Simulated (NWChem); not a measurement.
**Atomisation of C3H2F3**

SMILES: F[C](F)/C=C/F
```xyz
8

F     -2.6475    -0.2420     0.0000
C     -1.4332     0.3168     0.0000
C     -0.3094    -0.4973     0.0000
C      0.9853    -0.0429     0.0000
F      2.0449    -0.8264     0.0000
F      1.3170     1.2365     0.0000
H     -1.4385     1.4081     0.0000
H     -0.4485    -1.5808     0.0000
```
Charge 0, spin multiplicity 2.

All runs are NWChem calculations. Structure: optimised with UB3LYP/def2-SVP, a minimum by its harmonic frequencies. It is one conformer; others weren't searched.

Basis set: def2-TZVP. The atomisation energy is electronic alone: no zero-point, thermal, spin-orbit or counterpoise terms. No value is extrapolated to the basis-set limit. Free atoms are single determinants with multiplicities F 2, C 3, H 2. Correlated methods freeze the same cores in atoms and molecule, 6 orbitals in all.

Costs are rough ratios of processor time within this set of runs, SCF included, with LDA (SVWN5) as 1. Costs are the molecule's.

B3LYP has NWChem's definition, with VWN1-RPA local correlation. GW and range-separated runs recompute their integrals, the others keep them in memory, which bears on the times. The structure started from a generated list of species. The unpaired electrons of the parent sit in orbitals of symmetry a" (Cs labels of the run); other states weren't searched. The stability of the SCF solutions was not checked. Open-shell Hartree-Fock references start from PBE0 orbitals; any time given for them includes that run.

```json
[
 {"method": "LDA (SVWN5)", "atomisation energy (kcal/mol)": "961.4", "relative cost": "1", "remark": "-"},
 {"method": "BHandHLYP", "atomisation energy (kcal/mol)": "?", "relative cost": "under 3", "remark": "-"},
 {"method": "PBE0", "atomisation energy (kcal/mol)": "803.9", "relative cost": "under 3", "remark": "-"},
 {"method": "B3LYP", "atomisation energy (kcal/mol)": "789.4", "relative cost": "under 3", "remark": "-"},
 {"method": "PBE", "atomisation energy (kcal/mol)": "836.0", "relative cost": "under 3", "remark": "-"},
 {"method": "r2SCAN", "atomisation energy (kcal/mol)": "805.0", "relative cost": "under 3", "remark": "-"},
 {"method": "HF", "atomisation energy (kcal/mol)": "553.2", "relative cost": "3", "remark": "spin-contaminated"},
 {"method": "MP2", "atomisation energy (kcal/mol)": "?", "relative cost": "5", "remark": "spin-contaminated"},
 {"method": "CAM-B3LYP", "atomisation energy (kcal/mol)": "798.5", "relative cost": "10", "remark": "-"}
]
```

Q: Complete the blanks.

A: 
- BHandHLYP, atomisation energy (kcal/mol): 748.7
- MP2, atomisation energy (kcal/mol): 787.3
